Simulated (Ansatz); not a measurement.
Program: Ansatz. Geometries: PBE0-D4/def2-TZVP. ΔE: electronic, gas phase. CCSD(T)/CBS adds triple-zeta CCSD(T) − MP2 to the extrapolated MP2 energy (def2 sets, frozen cores). This one scheme is used for every species. Functionals use def2-TZVPP. For Ge outer-core shells are correlated without core-valence functions, which leaves a few kJ/mol of doubt a bond. Scalar relativity is left out up to krypton. One conformer a species, not always the lowest.

`[BH2][GeH2][SiH2][SiH3]` + H–F → `[F][GeH2][SiH2][SiH3]` + BH₃  (cleavage of the Ge–B bond)

`[BH2][GeH2][SiH2][SiH3]`:

Z-matrix (Å, degrees):
```
Ge
Si 1 2.399
B 1 2.040 2 104.8
H 1 1.540 2 106.3 3 -121.1
H 1 1.540 2 107.8 3 122.7
Si 2 2.336 1 109.8 3 57.4
H 2 1.490 1 109.3 3 178.8
H 2 1.490 1 109.4 3 -62.9
H 3 1.194 1 120.8 2 89.2
H 3 1.194 1 120.3 2 -85.8
H 6 1.489 2 109.1 1 -61.1
H 6 1.488 2 111.9 1 178.6
H 6 1.488 2 109.9 1 57.7
```

H–F:

Cartesian coordinates in Å:
```
F -0.083 -0.340 0.299
H 0.083 0.340 -0.299
```

`[F][GeH2][SiH2][SiH3]`:

Z-matrix (Å, degrees):
```
Ge
Si 1 2.385
F 1 1.754 2 105.5
H 1 1.540 2 113.7 3 114.7
H 1 1.539 2 115.9 3 -116.0
Si 2 2.338 1 108.7 3 -42.0
H 2 1.490 1 107.8 3 -162.6
H 2 1.488 1 109.2 3 79.6
H 6 1.487 2 109.1 1 -54.6
H 6 1.487 2 110.3 1 -174.3
H 6 1.485 2 109.6 1 65.2
```

BH₃:

Z-matrix (Å, degrees):
```
B
H 1 1.193
H 1 1.193 2 120.0
H 1 1.193 2 120.0 3 180.0
```

CCSD(T)/CBS gives -0.42 eV.

Problem. Another level gave -0.62 eV. Which?
A. CCSD(T)/def2-TZVPP
B. ωB97X-V/def2-TZVPP
C. HF/def2-TZVPP
D. PBE-D4/def2-TZVPP

Solution. B. ωB97X-V -0.62, PBE-D4 -0.38, CCSD(T)/def2-TZVPP -0.48, HF/def2-TZVPP -0.89 eV.

Largest T1 diagnostic among the species: 0.013.

In def2-TZVPP, CCSD(T) changes the Hartree–Fock value by +0.42 eV (the triples alone add +0.04 eV) and MP2 by +0.41 eV. The D4 term adds +0.07 eV with B3LYP and +0.04 eV with PBE0; it sums over pairs of atoms, weighted by their polarisabilities, and B3LYP, whose exchange is more repulsive, gets the larger term.

B3LYP here is the variant with VWN-RPA as its local correlation; programs differ in this.
